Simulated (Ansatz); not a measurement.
Consider the hydrogenolysis of the Si–F bond: `N[C@@H](F)[Si@@H](O)F` + H₂ → `NC(F)[SiH2]O` + H–F.

Calculated with Ansatz (gas phase, PBE0-D4/def2-TZVP geometries, no zero-point term in ΔE). CCSD(T)/CBS adds triple-zeta CCSD(T) − MP2 to the extrapolated MP2 energy (def2 sets, frozen cores). This one scheme is used for every species. DFT in def2-TZVPP. Each species was taken in one conformer, which may not be the lowest.

CCSD(T)/CBS gives +139.9 kJ/mol.

Question: Another level gave +143.4 kJ/mol. Which?
A. MP2/def2-TZVPP
B. CCSD/def2-TZVPP
C. r2SCAN/def2-TZVPP
D. PBE0/def2-TZVPP

Answer: A. MP2/def2-TZVPP 143.4, PBE0 132.7, CCSD/def2-TZVPP 137.9, r2SCAN 148.8 kJ/mol.

Largest T1 diagnostic among the species: 0.012.

The D4 term adds +3.4 kJ/mol with B3LYP and +1.8 kJ/mol with PBE0; it sums over pairs of atoms, weighted by their polarisabilities, and B3LYP, whose exchange is more repulsive, gets the larger term.

B3LYP here is the variant with VWN-RPA as its local correlation; programs differ in this.
